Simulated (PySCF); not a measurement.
F₂HOS, SMILES [OH+]=S(F)F, charge +1.

Geometry optimised at B3LYP-D3(BJ)/def2-SVP. The isomer is the one that the SMILES or the coordinates give; other isomers of the formula were not compared.

Level of theory: PySCF 2.14.0 with TDA-PBE/def2-SVPD.

Vertical excitations. Isolated molecule, no solvent. State labels are in the subgroup Cs.

Task: List the lowest excited states. (Estimate from the structure and the level; the computed values follow.)

Result: 
| state | symmetry | energy (eV) | λ (nm) | f | main pairs |
|---|---|---|---|---|---|
| S1 | A" | 7.80 | 159 | 0.001 | HOMO−1→LUMO+1 71 %, HOMO→LUMO 17 %, HOMO−2→LUMO 11 % |
| S2 | A' | 7.93 | 156 | 0.008 | HOMO−1→LUMO 78 % |
| S3 | A" | 8.05 | 154 | 0.009 | HOMO−2→LUMO 48 %, HOMO−1→LUMO+1 27 %, HOMO→LUMO 23 % |
| S4 | A' | 8.35 | 149 | 0.024 | HOMO→LUMO+1 48 %, HOMO−2→LUMO+1 27 %, HOMO−3→LUMO 14 % |
| S5 | A" | 8.51 | 146 | 0.049 | HOMO→LUMO 45 %, HOMO−2→LUMO 35 %, HOMO−3→LUMO+1 9 % |
| S6 | A' | 8.73 | 142 | 0.013 | HOMO−3→LUMO 78 % |
| S7 | A' | 8.81 | 141 | 0.046 | HOMO−2→LUMO+1 58 %, HOMO→LUMO+1 23 % |
| S8 | A" | 9.08 | 136 | 0.011 | HOMO−3→LUMO+1 81 % |
| S9 | A' | 9.42 | 132 | 0.011 | HOMO−4→LUMO 83 % |
| S10 | A' | 9.75 | 127 | 0.068 | HOMO→LUMO+2 88 % |
| T1 | A" | 6.39 | 194 | 0 | HOMO→LUMO 98 % |
| T2 | A' | 6.82 | 182 | 0 | HOMO→LUMO+1 52 %, HOMO−1→LUMO 46 % |
| T3 | A' | 6.90 | 180 | 0 | HOMO−1→LUMO 53 %, HOMO→LUMO+1 46 % |
| T4 | A" | 7.50 | 165 | 0 | HOMO−1→LUMO+1 98 % |
Triplets are in the Tamm–Dancoff approximation.
